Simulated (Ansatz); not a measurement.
C8H20Si (`CC(C)C[SiH2]CC(C)C`), relaxed with RKS PBE-D4/def2-SVP in Ansatz 0.2.0 from a rough embedded geometry. The force threshold is 0.03 eV/Å; the program also tests the step.

Charge 0, multiplicity 1.

Start:

```xyz
29

C    -1.145    0.890    2.919
C    -0.254    1.802    2.029
C     0.951    2.336    2.854
C     0.206    0.950    0.816
Si   -0.993    0.670   -0.553
C    -0.195   -0.170   -2.032
C     0.501   -1.553   -1.778
C     1.370   -1.919   -2.961
C    -0.512   -2.661   -1.569
H    -0.654    0.048    3.254
H    -1.472    1.531    3.791
H    -2.092    0.629    2.395
H    -0.829    2.733    1.708
H     1.570    2.985    2.220
H     1.563    1.468    3.203
H     0.562    2.890    3.700
H     1.033    1.576    0.338
H     0.661    0.074    1.114
H    -2.095   -0.187   -0.058
H    -1.594    2.005   -1.039
H    -0.925   -0.267   -2.814
H     0.586    0.501   -2.406
H     1.137   -1.454   -0.853
H     2.152   -1.114   -3.133
H     1.917   -2.884   -2.810
H     0.782   -1.963   -3.892
H    -1.161   -2.786   -2.412
H    -1.110   -2.499   -0.646
H     0.035   -3.631   -1.383
```

Task: How much energy does the relaxation release, and in how many steps? (Estimate.)

Result: Ansatz gave: 61.21 kJ/mol, in 12 steps.

Task: Which bonds change most? (Best estimate.)

Result: The calculation gave: C4–H18 from 1.031 to 1.115 Å; C1–H10 from 1.030 to 1.112 Å; C4–Si5 from 1.841 to 1.902 Å; C6–H21 from 1.074 to 1.114 Å.

Task: Give the relaxed structure. (Estimate.)

Result: The calculation gave: 
```xyz
29

C    -1.372    1.119    2.790
C    -0.218    1.763    2.009
C     0.973    2.050    2.934
C     0.214    0.902    0.803
Si   -1.066    0.639   -0.579
C    -0.241   -0.153   -2.101
C     0.615   -1.414   -1.849
C     1.300   -1.878   -3.141
C    -0.202   -2.552   -1.223
H    -1.071    0.125    3.188
H    -1.673    1.747    3.653
H    -2.269    0.964    2.157
H    -0.581    2.740    1.614
H     1.799    2.555    2.390
H     1.380    1.106    3.357
H     0.681    2.700    3.785
H     1.104    1.362    0.315
H     0.557   -0.096    1.161
H    -2.221   -0.206   -0.102
H    -1.641    1.977   -0.982
H    -1.038   -0.384   -2.844
H     0.387    0.635   -2.573
H     1.418   -1.139   -1.126
H     1.925   -1.074   -3.581
H     1.954   -2.757   -2.964
H     0.546   -2.169   -3.903
H    -1.043   -2.845   -1.888
H    -0.641   -2.264   -0.245
H     0.423   -3.453   -1.057
```
